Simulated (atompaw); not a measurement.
## Reading a pseudo-wave (strontium)

Columns: radius, all-electron u(r) and pseudo u(r) of the 4d shell (level -1.00 eV) of strontium in the configuration [Ar] 3d10 4s2 4p6 4d1 5s1 5p0; LDA (PW92), scalar-relativistic, PAW (atompaw) scheme, atompaw 4.2.0.5.

| r (bohr) | all-electron | pseudo |
| --- | --- | --- |
| 0.100 | -0.0503 | 0.0001 |
| 0.200 | -0.1428 | 0.0005 |
| 0.300 | -0.1826 | 0.0018 |
| 0.400 | -0.1645 | 0.0043 |
| 0.500 | -0.1104 | 0.0084 |
| 0.600 | -0.0397 | 0.0146 |
| 0.700 | 0.0355 | 0.0234 |
| 0.800 | 0.1083 | 0.0350 |
| 0.900 | 0.1752 | 0.0501 |
| 1.000 | 0.2345 | 0.0689 |
| 1.100 | 0.2858 | 0.0917 |
| 1.200 | 0.3293 | 0.1186 |
| 1.300 | 0.3656 | 0.1497 |
| 1.400 | 0.3955 | 0.1848 |
| 1.500 | 0.4197 | 0.2232 |
| 1.600 | 0.4389 | 0.2642 |
| 1.700 | 0.4539 | 0.3063 |
| 1.800 | 0.4653 | 0.3480 |
| 1.900 | 0.4737 | 0.3871 |
| 2.000 | 0.4795 | 0.4216 |
| 2.100 | 0.4832 | 0.4493 |
| 2.200 | 0.4851 | 0.4689 |
| 2.300 | 0.4855 | 0.4800 |
| 2.400 | 0.4846 | 0.4837 |
| 2.500 | 0.4827 | 0.4827 |
| 2.600 | 0.4800 | 0.4800 |

How many radial nodes do the two functions have?

The all-electron 4d function has n − l − 1 = 1; the pseudo-wave has 0, since the states of the same l below it are removed with the core.

Is the pseudo-wave norm-conserving?

No, it belongs to a PAW set: the norm inside the radius is not constrained, and the difference is carried by the augmentation charge.
